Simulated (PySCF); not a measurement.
Compound: C5H9FO.
Structure used (GFN2-xTB), in Å, numbered top down from 1:
```xyz
16
C5H9FO angstrom
F     -1.9952    1.0995   -0.3586
C     -1.9719   -0.1549    0.1997
C     -0.5377   -0.6774    0.3516
C      0.2930   -0.5134   -0.9394
C      1.5813    0.1478   -0.4468
C      1.0784    0.8924    0.7882
O      0.1503    0.0067    1.3842
H     -2.4488   -0.0748    1.1804
H     -2.5528   -0.8057   -0.4615
H     -0.6163   -1.7271    0.6623
H     -0.2270    0.1483   -1.6321
H      0.4685   -1.4681   -1.4300
H      2.3103   -0.6078   -0.1521
H      2.0281    0.8097   -1.1839
H      1.8508    1.1050    1.5273
H      0.5815    1.8287    0.4993
```

The closed-shell ground state was solved at several levels (PySCF, density fitting, gas phase, non-relativistic).

```json
{"level": "PBE0/def2-SVPD", "basis functions": "218", "HOMO (eV)": "-7.35", "LUMO (eV)": "0.66", "gap (eV)": "8.01", "dipole (D)": "1.78"}
{"level": "PBE0/pcSseg-1", "basis functions": "164", "HOMO (eV)": "-7.25", "LUMO (eV)": "1.37", "gap (eV)": "8.62", "dipole (D)": "1.73"}
```

Task: Estimate the row for B3LYP/def2-SVPD, a basis of 218 functions; the other rows only guide the guess.

Result: HOMO -7.13 eV, LUMO 0.36 eV, gap 7.49 eV, dipole 1.80 D.

Task: Over all these levels, which gives the widest orbital gap and which the narrowest?

Result: PBE0/pcSseg-1 (global hybrid, 25 % exact exchange) has the widest, 8.62 eV, and B3LYP/def2-SVPD (global hybrid, 20 % exact exchange) the narrowest, 7.49 eV. Functional and basis both differ between the two, so the spread mixes both effects.

Task: How far do the dipole and the HOMO energy spread over the levels?

Result: The dipole runs from 1.73 to 1.80 D (mean 1.77 D) and the HOMO from -7.35 to -7.13 eV.

One conformer stands for the species.
